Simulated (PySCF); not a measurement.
Structure from NMR data

The spectra below were simulated for a compound C₆H₇F₃.

$^{1}$H NMR (500 MHz, computed): δ 2.48 (sept of q, J = 7.8, 4.5 Hz, 1H), 1.21 (d, J = 7.8 Hz, 6H).

$^{13}$C{$^{1}$H} NMR (computed): δ 119.5 (C, q, J = 322.1 Hz), 98.9 (C, q, J = 5.1 Hz), 74.2 (C, q, J = 56.0 Hz), 23.3 (CH3, 2C), 22.0 (CH).

Non-relativistic Hamiltonian, no solvent, one conformer, equivalent nuclei averaged. Structure optimised with PBE0-D3(BJ)/def2-SVP; σ from GIAO-PBE0/pcSseg-1; J couplings at B3LYP/pcJ-1 (spin–dipole term only in couplings to heteroatoms); PySCF 2.14.0 with density-fitted response routines.

Shifts are taken against calculated references (same method and geometry level): $^{1}$H (σ = 31.27 ppm) and $^{13}$C (σ = 184.41 ppm) vs TMS.

Question: Which candidate is it?
A. CC(C)C#CC(F)(F)F
B. C=CC(=C)CC(F)(F)F
C. C=C/C=C\CC(F)(F)F

Answer: A. 

- The formula gives 2 degrees of unsaturation (no ring in the answer).
- 5 carbon signals for 6 carbons: some carbons are equivalent by symmetry or fast rotation.
- Carbon types of the structure: 3 × C, 1 × CH, 2 × CH3, which accounts for all hydrogens.
- δC 119.5: CF3 carbon; 3 electronegative neighbours deshield it.
- δC 98.9, 74.2: alkyne carbon; sp carbons lie upfield of alkene carbons because the cylindrical π system leaves one tensor component strongly shielded.
- δC 23.3: methyl carbon; a saturated carbon with 1 carbon neighbour and no heteroatom attached.
- δC 22.0: propargylic sp3 CH; saturated and bonded to C and H only.
- δH 1.21: hydrogen on a methyl carbon.
- The protons at 1.21 and 2.48 share a coupling of 7.8 Hz (vicinal).

The others: C=CC(=C)CC(F)(F)F would give 6 carbon signals, not 5; C=C/C=C\CC(F)(F)F would give 6 carbon signals, not 5.

C–F couplings over four or more bonds (about 3 Hz to the para carbon of a fluoroarene) are left out. Common functionals overestimate the size of one-bond C–F couplings by tens of Hz; these are unscaled. Splittings below 1 Hz are ignored in the labels, and close J values are merged. Unscaled 3J(H,H) at this level run about 10 % above measured values. Shifts are as computed. Against solution values, carbons near 30 ppm lie about +2 ppm off and those near 130 ppm about +5 ppm. Of 1313 compounds with measured shifts, 239 miss one by over three times the rms of a fit or turn the order of signals round; such compounds aren't used in these exercises.
